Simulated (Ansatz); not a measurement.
## Ansatz (development build ahead of 0.2.0) run

```yaml
crystal:
  periodic: [false, false, false]
  atoms:
    - { symbol: H, position_ang: [-1.15826, -1.14795, -0.7851] }
    - { symbol: H, position_ang: [-1.15879, -1.15684, -1.52656] }
    - { symbol: H, position_ang: [-1.14756, -1.15304, 1.52753] }
    - { symbol: H, position_ang: [-1.15647, -1.1554, 0.78303] }
    - { symbol: H, position_ang: [-1.15377, 1.14281, -0.78001] }
    - { symbol: H, position_ang: [-1.14144, 1.1576, -1.53046] }
    - { symbol: H, position_ang: [-1.14086, 1.14271, 1.51642] }
    - { symbol: H, position_ang: [-1.15405, 1.15592, 0.78014] }
    - { symbol: H, position_ang: [1.14687, -1.14743, -0.77311] }
    - { symbol: H, position_ang: [1.14283, -1.15973, -1.52235] }
    - { symbol: H, position_ang: [1.1406, -1.14058, 1.52947] }
    - { symbol: H, position_ang: [1.15306, -1.1501, 0.77056] }
    - { symbol: H, position_ang: [1.14057, 1.15116, -0.7731] }
    - { symbol: H, position_ang: [1.15436, 1.15744, -1.52486] }
    - { symbol: H, position_ang: [1.15547, 1.15902, 1.52852] }
    - { symbol: H, position_ang: [1.15723, 1.15306, 0.78383] }
basis:
  gaussian: { orbitals: "6-31G" }
hamiltonian:
  xc: hf
```

The input is written out in the form of the current development build from the run's settings.

Output:

```yaml
Converged: yes
Total_energy: -8.94694 hartree
Spin_squared_of_the_determinant: 0.000
```

Caution: no unrestricted run beside it, a lower state can exist.
